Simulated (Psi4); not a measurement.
HGa, charge -1, doublet, at a GFN2-xTB geometry (such geometries of metal compounds can be far from the true shape) (a state made from the parent by changing its charge; the spin is typed, not shown lowest) (a gas-phase anion, which may not be bound at this level); PBE0/cc-pVDZ run with Psi4 1.11.

Psi4 was given this input:
```
memory 2 GB

molecule {
-1 2
Ga   -0.00000000   -0.00000000   -0.04040855
H     0.00000000    0.00000000    1.25266497
}

set {
  basis cc-pvdz
  reference uks
  e_convergence 1e-4
}

energy('pbe0')
print_variables()
```

Q: Write the output that Psi4 gives for this input, abridged.

A: 
```
   => Loading Basis Set <=

    Name: CC-PVDZ
    Role: ORBITAL
    Keyword: BASIS

         ---------------------------------------------------------
                                   SCF
               by Justin Turney, Rob Parrish, Andy Simmonett
                          and Daniel G. A. Smith
                              UKS Reference
         ---------------------------------------------------------

  ==> Geometry <==

    Molecular point group: c2v
    Full point group: C_inf_v

    Geometry (in Angstrom), charge = -1, multiplicity = 2:

       Center              X                  Y                   Z               Mass
    ------------   -----------------  -----------------  -----------------  -----------------
         GA           0.000000000000     0.000000000000    -0.018634756630    68.925573500000
         H            0.000000000000     0.000000000000     1.274438763370     1.007825032230

  Running in c2v symmetry.

  Rotational constants: A = ************  B =     10.15007  C =     10.15007 [cm^-1]
  Rotational constants: A = ************  B = 304291.53258  C = 304291.53258 [MHz]
  Nuclear repulsion =   12.686435285419812

  Charge       = -1
  Multiplicity = 2
  Electrons    = 33
  Nalpha       = 17
  Nbeta        = 16

  ==> Algorithm <==

  SCF Algorithm Type is DF.
  DIIS enabled.
  MOM disabled.
  Fractional occupation disabled.
  Guess Type is SAD.
  Energy threshold   = 1.00e-04
  Density threshold  = 1.00e-06
  Integral threshold = 1.00e-12

  ==> Primary Basis <==

  Basis Set: CC-PVDZ
    Blend: CC-PVDZ
    Number of shells: 14
    Number of basis functions: 32
    Number of Cartesian functions: 34
    Spherical Harmonics?: true
    Max angular momentum: 2

  ==> DFT Potential <==

   => LibXC <=

    Version 7.1.2
    S. Lehtola, C. Steigemann, M. J. T. Oliveira, and M. A. L. Marques,  SoftwareX 7, 1–5 (2018) (10.1016/j.softx.2017.11.002)

   => Composite Functional: PBE0 <=

    PBE0 Hyb-GGA Exchange-Correlation Functional

    C. Adamo and V. Barone,  J. Chem. Phys. 110, 6158 (1999) (10.1063/1.478522)
    M. Ernzerhof and G. E. Scuseria,  J. Chem. Phys. 110, 5029 (1999) (10.1063/1.478401)

    Deriv               =              1
    GGA                 =           TRUE
    Meta                =          FALSE

    Exchange Hybrid     =           TRUE
    MP2 Hybrid          =          FALSE

   => Exchange Functionals <=

    0.7500   Perdew, Burke & Ernzerhof

   => Exact (HF) Exchange <=

    0.2500               HF

   => Correlation Functionals <=

    1.0000   Perdew, Burke & Ernzerhof

   => LibXC Density Thresholds  <==

    XC_HYB_GGA_XC_PBEH:  1.00E-15

   => Molecular Quadrature <=

    Radial Scheme          =       TREUTLER
    Pruning Scheme         =           NONE
    Nuclear Scheme         =       TREUTLER

    Blocking Scheme        =         OCTREE
    BS radius alpha        =              1
    Pruning alpha          =              1
    Radial Points          =             75
    Spherical Points       =            302
    Total Points           =          43112
    Total Blocks           =            393
    Max Points             =            255
    Max Functions          =             32
    Weights Tolerance      =       1.00E-15

   => Loading Basis Set <=

    Name: (CC-PVDZ AUX)
    Role: JKFIT
    Keyword: DF_BASIS_SCF

  ==> Integral Setup <==

  SCF_SUBTYPE=INCORE selected. In-core MEM_DF algorithm will be used.
  Using in-core AOs.

  ==> MemDFJK: Density-Fitted J/K Matrices <==

    J tasked:                   Yes
    K tasked:                   Yes
    wK tasked:                   No
    Algorithm:                 Core
    Schwarz Cutoff:           1E-12
    Mask sparsity (%):       0.0000
    Fitting Condition:        1E-10

   => Auxiliary Basis Set <=

  Basis Set: (CC-PVDZ AUX)
    Blend: CC-PVDZ-JKFIT
    Number of shells: 56
    Number of basis functions: 194
    Number of Cartesian functions: 234
    Spherical Harmonics?: true
    Max angular momentum: 3

  Minimum eigenvalue in the overlap matrix is 2.2976213672E-02.
  Reciprocal condition number of the overlap matrix is 7.2699337497E-03.
    Using symmetric orthogonalization.

  ==> Pre-Iterations <==

  SCF Guess: Superposition of Atomic Densities via on-the-fly atomic UHF (no occupation information).

   -------------------------
    Irrep   Nso     Nmo
   -------------------------
     A1        16      16
     A2         2       2
     B1         7       7
     B2         7       7
   -------------------------
    Total      32      32
   -------------------------

  ==> Iterations <==

                           Total Energy        Delta E     RMS |[F,P]|

   @DF-UKS iter SAD: -1921.15011176244752   -1.92115e+03   0.00000e+00
   @DF-UKS iter   1: -1924.21997917393924   -3.06987e+00   4.79336e-02 DIIS/ADIIS
   @DF-UKS iter   2: -1924.01249993766783    2.07479e-01   8.92839e-02 DIIS/ADIIS
   @DF-UKS iter   3: -1924.95233235075671   -9.39832e-01   2.90688e-03 DIIS/ADIIS
   @DF-UKS iter   4: -1924.95370707903930   -1.37473e-03   4.08898e-04 DIIS/ADIIS
   @DF-UKS iter   5: -1924.95377283854236   -6.57595e-05   8.51097e-05 DIIS
   @DF-UKS iter   6: -1924.95377619438159   -3.35584e-06   2.22190e-05 DIIS
   @DF-UKS iter   7: -1924.95377656771052   -3.73329e-07   3.66945e-06 DIIS
   @DF-UKS iter   8: -1924.95377657937115   -1.16606e-08   4.61755e-07 DIIS
  Energy and wave function converged.

  ==> Post-Iterations <==

   Electrons on quadrature grid:
      Nalpha   =   16.9999999741 ; deviation = -2.592e-08
      Nbeta    =   15.9999999696 ; deviation = -3.036e-08
      Ntotal   =   32.9999999437 ; deviation = -5.628e-08

   @Spin Contamination Metric:   3.601102876E-03
   @S^2 Expected:                7.500000000E-01
   @S^2 Observed:                7.536011029E-01
   @S   Expected:                5.000000000E-01
   @S   Observed:                5.000000000E-01

    Orbital Energies [Eh]
    ---------------------

    Alpha Occupied:

       1A1  -372.707696     2A1   -45.853645     1B2   -40.568562
       1B1   -40.567492     3A1   -40.565701     4A1    -5.331853
       2B2    -3.600576     2B1    -3.594964     5A1    -3.593240
       6A1    -0.601935     1A2    -0.593312     3B2    -0.592288
       7A1    -0.592250     3B1    -0.587111     8A1    -0.217312
       9A1     0.016285     4B1     0.079427

    Alpha Virtual:

       4B2     0.142052    10A1     0.269945    11A1     0.384998
       5B1     0.448829     5B2     0.455159    12A1     0.481419
       6B1     0.552557     2A2     0.556927     6B2     0.559103
      13A1     0.562169    14A1     0.679635    15A1     1.125278
       7B2     1.707372     7B1     1.709374    16A1     2.050259

    Beta Occupied:

       1A1  -372.707193     2A1   -45.853582     1B2   -40.568505
       1B1   -40.566495     3A1   -40.565638     4A1    -5.331243
       2B2    -3.600549     5A1    -3.593303     2B1    -3.592410
       6A1    -0.601933     3B2    -0.592288     1A2    -0.591174
       7A1    -0.589858     3B1    -0.584963     8A1    -0.200450
       9A1     0.028536

    Beta Virtual:

       4B2     0.153173     4B1     0.176299    10A1     0.286141
      11A1     0.396088     5B2     0.462541     5B1     0.484252
      12A1     0.488341     6B2     0.563120     6B1     0.583616
       2A2     0.593152    13A1     0.593819    14A1     0.689775
      15A1     1.133762     7B2     1.708035     7B1     1.719074
      16A1     2.052380

    Final Occupation by Irrep:
             A1    A2    B1    B2
    DOCC [     9,    1,    3,    3 ]
    SOCC [     0,    0,    1,    0 ]
    NA   [     9,    1,    4,    3 ]
    NB   [     9,    1,    3,    3 ]

  @DF-UKS Final Energy: -1924.95377657937115

   => Energetics <=

    Nuclear Repulsion Energy =             12.6864352854198117
    One-Electron Energy =               -2716.5487514478909361
    Two-Electron Energy =                 835.7325315663624679
    DFT Exchange-Correlation Energy =     -56.8239919832628644
    Empirical Dispersion Energy =           0.0000000000000000
    VV10 Nonlocal Energy =                  0.0000000000000000
    Total Energy =                      -1924.9537765793713788

  UHF NO Occupations:
  HONO-2 :    8 A1 1.9999651
  HONO-1 :    9 A1 1.9982633
  HONO-0 :    4 B1 1.0000000
  LUNO+0 :   10 A1 0.0017367
  LUNO+1 :   11 A1 0.0000349
  LUNO+2 :    2 A2 0.0000135
  LUNO+3 :    5 B1 0.0000125

Computation Completed

Properties will be evaluated at   0.000000,   0.000000,   0.000000 [a0]

Properties computed using the SCF density matrix

 Multipole Moments:

 ------------------------------------------------------------------------------------
     Multipole            Electronic (a.u.)      Nuclear  (a.u.)        Total (a.u.)
 ------------------------------------------------------------------------------------

 L = 1.  Multiply by 2.5417464519 to convert [e a0] to [Debye]
 Dipole X            :          0.0000000            0.0000000            0.0000000
 Dipole Y            :          0.0000000            0.0000000            0.0000000
 Dipole Z            :         -0.6958007            1.3166880            0.6208873
 Magnitude           :                                                    0.6208873

 ------------------------------------------------------------------------------------

  Variable Map:
  ----------------------------------------------------------------------------
  "CURRENT ENERGY"              =>   -1924.953776579371
  "CURRENT REFERENCE ENERGY"    =>   -1924.953776579371
  "DD SOLVATION ENERGY"         =>       0.000000000000
  "DFT FUNCTIONAL TOTAL ENERGY" =>   -1924.953776579371
  "DFT TOTAL ENERGY"            =>   -1924.953776579371
  "DFT VV10 ENERGY"             =>       0.000000000000
  "DFT XC ENERGY"               =>     -56.823991983263
  "GRID ELECTRONS ALPHA"        =>      16.999999974077
  "GRID ELECTRONS BETA"         =>      15.999999969645
  "GRID ELECTRONS TOTAL"        =>      32.999999943722
  "NUCLEAR REPULSION ENERGY"    =>      12.686435285420
  "ONE-ELECTRON ENERGY"         =>   -2716.548751447891
  "PCM POLARIZATION ENERGY"     =>       0.000000000000
  "PE ENERGY"                   =>       0.000000000000
  "SCF ITERATION ENERGY"        =>   -1924.953776579371
  "SCF ITERATIONS"              =>       8.000000000000
  "SCF TOTAL ENERGY"            =>   -1924.953776579371
  "TWO-ELECTRON ENERGY"         =>     835.732531566362
  "XC GRID RADIAL POINTS"       =>      75.000000000000
  "XC GRID SPHERICAL POINTS"    =>     302.000000000000
  "XC GRID TOTAL POINTS"        =>   43112.000000000000

  Array Variable Map:
  ----------------------------------------------------------------------------
  "CURRENT DIPOLE"              =>       0.000000000000 ... 0.620887304445 1 by 3
  "SCF DIPOLE"                  =>       0.000000000000 ... 0.620887304445 1 by 3
  "SCF TOTAL ENERGIES"          =>   -1921.150111762448 ... -1924.953776579371 1 by 9
```
